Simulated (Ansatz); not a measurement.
`NBO[SiH2]F`, relaxed with RKS PBE-D4/def2-SVP in Ansatz 0.2.0 from a rough embedded geometry. The force threshold is 0.03 eV/Å; the program also tests the step.

The species carries charge 0 and has multiplicity 1.

Start:

```xyz
10

N     1.570   -0.901   -0.357
B     0.191   -0.995    0.107
O    -0.261   -0.151    1.204
Si   -1.072    1.259    0.466
F     0.196    2.167   -0.263
H     2.071   -1.792   -0.264
H     1.562   -0.661   -1.398
H    -0.555   -1.786   -0.358
H    -2.017    0.826   -0.594
H    -1.686    2.033    1.457
```

```
         step  energy (eV)  largest force (eV/Å)  largest move (Å)
            1  -14872.7886                 3.959             0.000
            2  -14873.2218                 2.108             0.153
            3  -14873.4566                 1.152             0.195
            4  -14873.6400                 1.267             0.195
            5  -14873.8481                 2.029             0.196
            6  -14874.1958                 1.573             0.199
            7  -14874.4353                 1.882             0.198
            8  -14874.5124                 1.219             0.200
            9  -14874.6065                 0.282             0.199
           10  -14874.6133                 0.288             0.140
           11  -14874.6193                 0.418             0.195
           12  -14874.6313                 0.202             0.029
           13  -14874.6624                 0.097             0.200
           14  -14874.6768                 0.081             0.137
15 (rejected)  -14874.6693                 0.484             0.174
           16  -14874.6806                 0.023             0.087
           17  -14874.6826                 0.095             0.098
           18  -14874.6830                 0.106             0.017
           19  -14874.6840                 0.046             0.029
           20  -14874.6842                 0.015             0.018
```

End:

```xyz
10

N     1.624   -1.421   -0.247
B     0.345   -0.847   -0.246
O     0.168    0.399    0.343
Si   -1.172    1.386    0.381
F    -1.028    2.520   -0.788
H     1.816   -2.334   -0.654
H     2.437   -0.954    0.157
H    -0.592   -1.448   -0.750
H    -2.422    0.606    0.108
H    -1.178    2.094    1.697
```

Run time 24 s (4 threads of an Arm Neoverse V1 on a shared host); peak host memory 0.18 GiB.
